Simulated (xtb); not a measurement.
TeCl₄, SMILES Cl[Te](Cl)(Cl)Cl. All values are semi-empirical tight-binding results from xtb (GFN2-xTB unless named), good for trends rather than for accurate numbers. Geometry: GFN2-xTB. The isomer is the one that the SMILES or the coordinates give; other isomers of the formula were not compared.

```json
{
  "point_group_as_xtb_finds_it": "C2v",
  "orbital_gap": "3.46 eV",
  "zero_point_energy": "2.7 kcal/mol",
  "G − E(el) at 298.15 K (modified RRHO)": "-19.3 kcal/mol",
  "static polarisability (D4 model)": "98.5 bohr³",
  "solvation energy, GFN2-xTB/ALPB(water)": "-1.4 kcal/mol",
  "solvation energy, GFN2-xTB/ALPB(benzene)": "-5.8 kcal/mol"
}
```
